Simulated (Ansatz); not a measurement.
A nudged elastic band was laid between two geometries of C₃H₈F₂Sn (14 atoms, charge 0, multiplicity 1).

Theory: RKS B3LYP/def2-SVP in Ansatz 0.2.0.

```yaml
movable_images: 5
climbing_image: yes
spring: 5.0 eV/Å²
optimiser: quadratic models (default)
start_path: IDPP
force_threshold: 0.03 eV/Å
iteration_limit: 43
end_points: relaxed
```

Image 0:

```xyz
14
Properties=species:S:1:pos:R:3
C -0.123 -2.187 0.185
C -0.478 -0.718 0.069
F -1.284 -0.556 -1.036
F -1.257 -0.376 1.152
C 0.686 0.247 -0.025
Sn 0.074 2.347 -0.197
H -1.048 -2.778 0.244
H 0.453 -2.511 -0.693
H 0.474 -2.364 1.091
H 1.319 0.150 0.869
H 1.301 0.000 -0.902
H 1.528 3.269 -0.276
H -0.832 2.607 -1.631
H -0.828 2.840 1.178
```

Image 6:

```xyz
14
Properties=species:S:1:pos:R:3
C -0.019 -2.149 0.467
C -0.338 -0.667 0.436
F -1.660 -0.518 0.082
F -0.238 -0.178 1.720
C 0.516 0.184 -0.481
Sn -0.026 2.310 -0.465
H -0.707 -2.650 1.165
H -0.143 -2.587 -0.534
H 1.014 -2.310 0.805
H 1.572 0.101 -0.185
H 0.426 -0.181 -1.515
H 0.162 2.981 1.103
H 1.062 3.095 -1.547
H -1.633 2.539 -1.023
```

**Question.** Which bonds break or form, and what moves?

**Answer.** No bond is made or broken. The dihedral C2–C5–Sn6–H14 goes from 61 to -62°. The two ends are copies of one structure, up to a mirror image or an exchange of like atoms.

**Question.** What energy profile does the band end with?

**Answer.** It converged. The highest image is number 3 of 0 to 6, 0.1 kcal/mol above the ends, which have the same energy within 2 meV. The top lies less than 8 meV above the higher end, about what the thresholds resolve: that end is a shoulder or a very shallow well. A vibrational analysis at the climbing image gives one clearly imaginary mode, 56i cm⁻¹: a first-order saddle point.

```
image  path coordinate (Å)  energy (kcal/mol)  dihedral C2–C5–Sn6–H14 (°)
    0                 0.00                0.0                          61
    1                 0.82               -0.1                          42
    2                 1.63                0.0                          21
    3                 2.45                0.1                          -1
    4                 3.27                0.0                         -22
    5                 4.08               -0.1                         -43
    6                 4.90                0.0                         -62
```

**Question.** What is the geometry of the highest image?

**Answer.** 
```xyz
14
Properties=species:S:1:pos:R:3
C -0.065 -2.164 0.366
C -0.408 -0.688 0.301
F -1.596 -0.552 -0.384
F -0.661 -0.248 1.582
C 0.628 0.215 -0.331
Sn 0.010 2.325 -0.361
H -0.894 -2.708 0.844
H 0.088 -2.564 -0.646
H 0.849 -2.317 0.956
H 1.573 0.139 0.226
H 0.815 -0.106 -1.366
H 1.179 3.230 0.519
H 0.011 2.850 -2.000
H -1.541 2.559 0.323
```

The band took 6 iterations and about 5 core-minutes.

The run took 2.6 min on 2 threads of Arm Neoverse V2, on a shared host, peak memory 0.44 GiB.
